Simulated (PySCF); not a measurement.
Si(OMe)(SH) (CH4OSSi), SMILES [Si](OC)S (connectivity only; charge and spin as stated), neutral, multiplicity 1. Atoms are numbered in the order given.

```xyz
8

Si     0.8220     0.0353     0.0000
O     -0.4337    -1.0602     0.0000
C     -0.2572    -2.4615     0.0000
H     -0.7355    -2.8936     0.8936
H     -0.7355    -2.8936    -0.8936
H      0.8112    -2.7485     0.0000
S     -0.4057     1.7918     0.0000
H      0.6562     2.6226     0.0000
```
Charge 0, spin multiplicity 1.

Geometry: ωB97X-D3(BJ)/def2-SVP. Other conformers were not sampled.

Level of theory: PySCF 2.14.0 with TDDFT-CAM-B3LYP/def2-SVPD.

Vertical excitations. Isolated molecule, no solvent. State labels are in the subgroup Cs.

```tsv
state	symmetry	energy (eV)	λ (nm)	f	main pairs
S1	A"	4.06	305	0.034	HOMO→LUMO 99 %
S2	A'	5.31	234	0.023	HOMO−1→LUMO 87 %
S3	A'	6.23	199	0.097	HOMO→LUMO+2 42 %, HOMO→LUMO+1 41 %, HOMO→LUMO+3 9 %
S4	A'	6.31	197	0.289	HOMO→LUMO+2 46 %, HOMO→LUMO+1 32 %, HOMO−1→LUMO 7 %
S5	A"	6.55	189	0.014	HOMO−1→LUMO+2 68 %, HOMO−1→LUMO+4 14 %
S6	A"	6.74	184	0.002	HOMO−3→LUMO 87 %
S7	A"	6.78	183	0.021	HOMO−1→LUMO+1 84 %
S8	A'	6.81	182	0.302	HOMO→LUMO+3 49 %, HOMO−2→LUMO 30 %, HOMO→LUMO+1 13 %
S9	A'	7.05	176	0.186	HOMO−2→LUMO 62 %, HOMO→LUMO+3 27 %
S10	A'	7.45	166	0.054	HOMO→LUMO+4 55 %, HOMO→LUMO+7 20 %
T1	A"	2.65	468	0	HOMO→LUMO 97 %
T2	A'	4.44	280	0	HOMO−1→LUMO 97 %
T3	A'	4.77	260	0	HOMO→LUMO+1 69 %, HOMO→LUMO+4 13 %
T4	A'	5.89	211	0	HOMO−2→LUMO 76 %, HOMO→LUMO+3 13 %
```
Triplets are in the Tamm–Dancoff approximation, which puts them higher than full response would, so one can lie above its singlet here.
